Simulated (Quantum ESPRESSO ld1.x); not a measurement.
Values are calculated unless marked as measured or tabulated.
One sound ld1.x (Quantum ESPRESSO 7.5) input for the iron ion Fe3+ gives E = -1268.2273 hartree in 38 iterations:

```
 &input
    zed=26.0,
    iswitch=1,
    rel=1,
    lsd=1,
    dft='PW',
    config='[Ar] 3d5',
    verbosity='high',
    prefix='ld1',
    max_out_wfc=37,
    file_charge='ld1.rho',
 /
```

Changed or added lines, one case at a time, and what came of them:

- dx=0.003: refused. The program stops in do_mesh with "ndmx is too small": the mesh holds 3500 points at most, so dx, xmin and rmax must fit that.
- rmax=1000.0: harmless. The energy moves by less than 1e-5 hartree against the default mesh (-1268.2273 hartree).
- config='[Ar] 3d5 5g1': refused. The program stops in el_config with "l not found:G": the config string knows s, p, d and f alone.
- beta=0.001: not converged. So little new potential is mixed in that the limit of 200 iterations comes first; the energy is off by -2.2e-05 hartree.
- dft='SCAN': refused. The program stops in set_dft_from_name with "libxc needed for this functional": this build has no Libxc.
- lsd=2: refused. The program stops in ld1_readin with "lsd not correct": lsd takes 0 or 1.
- noscf=.true.: refused. The program stops in ld1_readin with "hydrogenic levels available only with lsd=0": noscf gives hydrogenic levels and needs lsd = 0.
